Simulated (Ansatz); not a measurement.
BrFGaHS, SMILES `[F][Ga]([SH])[Br]`, 5 atoms. The species carries charge 0 and has multiplicity 1. Correlated methods include outer-core shells of Br, Ga, which these sets cover unevenly. Scalar relativity is left out up to krypton. All runs use 4 threads of an Arm Neoverse V1 on a shared host. Correlated methods freeze the cores.

(1) Give the basis size and wall time and peak host memory of each of these runs in Ansatz. RKS ωB97M-V/def2-QZVPP energy; direct RPA on PBE orbitals/def2-TZVPP energy; RKS B2PLYP (frozen core)/def2-TZVPP energy; RKS B97M-V/def2-TZVPP energy; RKS ωB97M-V/def2-SVP energy; RHF-CCSD(T)/def2-SVP energy; RHF-CCSD(T)/def2-TZVPP energy; RHF-MP2/def2-QZVPP energy; RKS PBE0-D4/def2-TZVP relaxation (6 steps); RKS PBE0-D4/def2-QZVPP energy; RKS PBE0-D4/def2-SVP energy; RKS B3LYP-D4/def2-TZVPP energy and forces. (Estimate.)

Answers

(1) Ansatz gave: Other jobs shared the machine, so times are rough.

| level | job | functions | wall time | peak host memory (GiB) |
| --- | --- | --- | --- | --- |
| RKS PBE0-D4/def2-SVP | energy | 101 | 1.1 s | 0.38 |
| direct RPA on PBE orbitals/def2-TZVPP | energy | 183 | 3.1 s | 0.38 |
| RKS B3LYP-D4/def2-TZVPP | energy and forces | 183 | 3.4 s | 0.61 |
| RKS B2PLYP (frozen core)/def2-TZVPP | energy | 183 | 3.9 s | 0.46 |
| RHF-CCSD(T)/def2-SVP | energy | 101 | 4.3 s | 0.38 |
| RKS ωB97M-V/def2-SVP | energy | 101 | 4.3 s | 0.38 |
| RKS PBE0-D4/def2-QZVPP | energy | 335 | 7 s | 1.3 |
| RKS B97M-V/def2-TZVPP | energy | 183 | 8 s | 0.32 |
| RHF-MP2/def2-QZVPP | energy | 335 | 12 s | 1.3 |
| RKS ωB97M-V/def2-QZVPP | energy | 335 | 15 s | 1.5 |
| RKS PBE0-D4/def2-TZVP | relaxation (6 steps) | 170 | 22 s | 0.52 |
| RHF-CCSD(T)/def2-TZVPP | energy | 183 | 65 s | 1.9 |

B3LYP here is the variant with VWN-RPA as its local correlation; programs differ in this.
